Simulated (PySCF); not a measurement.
Calculation: PySCF with PBE-D3(BJ)/def2-TZVP // PBE-D3(BJ)/def2-SVP. Gas-phase values, no solvent. 

Reference species: [Ta(Cl)5] (neutral, multiplicity 1).

```json
{
  "coordination_number": "5",
  "HOMO": "-7.84 eV",
  "mean_distance_from_the_central_atom_to_its_bonded_neighbours": "2.318 Å"
}
```

Changed species: [Ta(Cl)2(F)3] (3 of 5 Cl replaced by F; the reference has 0 of 5 Cl replaced by F).

Problem. What does the change do to the coordination number, HOMO and mean distance from the central atom to its bonded neighbours?

Solution. the coordination number hardly moves; the HOMO falls by 0.91 eV, to -8.75 eV; the mean distance from the central atom to its bonded neighbours falls by 0.266 Å, to 2.052 Å.
